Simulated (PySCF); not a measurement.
Isomers of C6H14Si2 and their computed core-level spectra.

Computed, not measured: delta-SCF UKS SCAN, pcX-2 on the ionised atom, pcseg-1 elsewhere, spin-free X2C in PySCF 2.14.0. Geometries: PBE0-D3(BJ)/def2-SVP; isolated species, one conformer each.

Line lists (1s up to Mg, 2p3/2 beyond; areas count atoms within a level, one atom standing for each set equivalent by bonding):
1. C 1s: 289.68 (area 1), 289.73 (area 1), 290.14 (area 1), 290.39 (area 3) eV; Si 2p3/2: 106.49 (area 1), 107.07 (area 1) eV
2. C 1s: 289.71 (area 1), 289.85 (area 1), 289.96 (area 1), 290.45 (area 1), 290.48 (area 1), 290.50 (area 1) eV; Si 2p3/2: 105.63 (area 1), 105.83 (area 1) eV
3. C 1s: 289.61 (area 1), 289.98 (area 1), 290.39 (area 2), 290.47 (area 1), 290.50 (area 1) eV; Si 2p3/2: 106.42 (area 1), 106.47 (area 1) eV

Structures:
A. `C1CC(C1)/C(=C\[SiH3])[SiH3]`
B. `CC(C)(C)[SiH2]C#C[SiH3]`
C. `C1[SiH2][Si@H](CC1)C1CC1`

Question: Which list belongs to which compound?

Answer: 
- 1 = B: no other candidate has these counts of sites. C 1s: 289.68 alkyne carbon, 289.73 alkyne carbon, 290.14 sp3 carbon bound to silicon, 290.39 methyl carbon (×3); Si 2p3/2: 106.49 SiH2 silicon, 107.07 SiH3 silicon.
- 2 = C: no other candidate has these counts of sites. C 1s: 289.71 sp3 carbon bound to silicon, 289.85 sp3 carbon bound to silicon, 289.96 sp3 carbon bound to silicon, 290.45 ring CH2 carbon, 290.48 three-membered-ring carbon, 290.50 three-membered-ring carbon; Si 2p3/2: 105.63 SiH silicon, 105.83 SiH2 silicon.
- 3 = A: no other candidate has these counts of sites. C 1s: 289.61 alkene CH carbon, 289.98 fully substituted alkene carbon, 290.39 four-membered-ring carbon (×2), 290.47 four-membered-ring carbon, 290.50 allylic carbon; Si 2p3/2: 106.42 SiH3 silicon, 106.47 SiH3 silicon.

The 2p values aren't plain energy differences: one relaxed spin-free 2p hole is combined with a matrix within the shell (ground-state 2p orbital-energy differences and spin–orbit coupling). 2p3/2, the mean of its two sublevels, lies a third of the splitting below the shell's mean and 2p1/2 two thirds above it; the statistical areas are 2:1. 1 of these hole states is spin-contaminated (⟨S²⟩ 0.86, against 0.75; counted from 0.85) and less certain.
